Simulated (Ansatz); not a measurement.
`[OH][GeH2][O][SiH3]` + H₂Se → `[OH][GeH2][SeH]` + `O[SiH3]`  (ligand exchange at a Ge–O bond)

Isolated molecules relaxed with PBE0-D4/def2-TZVP in Ansatz; ΔE leaves out vibrations. CCSD(T)/CBS adds triple-zeta CCSD(T) − MP2 to the extrapolated MP2 energy (def2 sets, frozen cores). DFT in def2-TZVPP. B3LYP here is the variant with VWN-RPA as its local correlation; programs differ in this. For Ge, Se outer-core shells are correlated without core-valence functions, which leaves a few kJ/mol of doubt a bond. Scalar relativity is left out up to krypton. Each species was taken in one conformer, which may not be the lowest.

`[OH][GeH2][O][SiH3]`:

```xyz
10

O     0.714    2.052    0.040
Ge    0.233    0.789    1.184
O    -0.662   -0.464    0.313
Si   -0.335   -1.395   -0.994
H    -0.029    2.553   -0.305
H    -0.750    1.320    2.235
H     1.550    0.218    1.714
H    -0.661   -0.675   -2.254
H    -1.166   -2.622   -0.907
H     1.105   -1.777   -1.026
```

H₂Se:

Cartesian coordinates in Å:
```
Se -0.557 -0.191 -0.350
H 0.254 1.031 -0.297
H 0.303 -0.840 0.646
```

`[OH][GeH2][SeH]`:

Z-matrix (Å, degrees):
```
Ge
Se 1 2.352
O 1 1.777 2 110.9
H 1 1.538 2 104.8 3 120.1
H 1 1.530 2 112.4 3 -115.9
H 2 1.469 1 92.5 3 65.8
H 3 0.960 1 112.1 2 47.3
```

`O[SiH3]`:

Cartesian coordinates in Å:
```
O 1.169 -0.047 -0.524
Si -0.352 0.164 0.074
H 1.632 -0.853 -0.294
H -1.277 -0.909 -0.384
H -0.811 1.475 -0.437
H -0.361 0.170 1.563
```

| level | ΔE (kcal/mol) | difference from CCSD(T)/CBS |
| --- | --- | --- |
| PBE-D4 | -4.7 | -2.8 |
| r2SCAN-D4 | -2.8 | -0.9 |
| PBE0-D4 | -4.2 | -2.3 |
| B3LYP-D4 | -2.0 | -0.1 |
| ωB97X-V | -1.2 | 0.7 |
| ωB97M-V | -1.9 | 0.0 |
| B2PLYP | -1.7 | 0.2 |
| PBE | -5.1 | -3.2 |
| r2SCAN | -3.0 | -1.1 |
| PBE0 | -4.5 | -2.6 |
| B3LYP | -2.5 | -0.6 |
| HF/def2-TZVPP | 0.9 | 2.8 |
| MP2/def2-TZVPP | -1.7 | 0.2 |
| SCS-MP2/def2-TZVPP | -0.3 | 1.6 |
| CCSD/def2-TZVPP | -0.5 | 1.4 |
| CCSD(T)/def2-TZVPP | -0.7 | 1.2 |
| HF/def2-QZVPP | 1.3 | 3.2 |
| MP2/def2-QZVPP | -2.2 | -0.3 |
| SCS-MP2/def2-QZVPP | -0.8 | 1.1 |
| HF/CBS(def2) | 1.4 | 3.3 |
| MP2/CBS(def2) | -2.8 | -0.9 |
| CCSD/CBS(def2) | -1.6 | 0.3 |
| CCSD(T)/CBS | -1.9 | 0 |

Largest T1 diagnostic among the species: 0.012.

In def2-TZVPP, CCSD(T) changes the Hartree–Fock value by −1.6 kcal/mol (the triples alone add −0.3 kcal/mol) and MP2 by −2.5 kcal/mol.
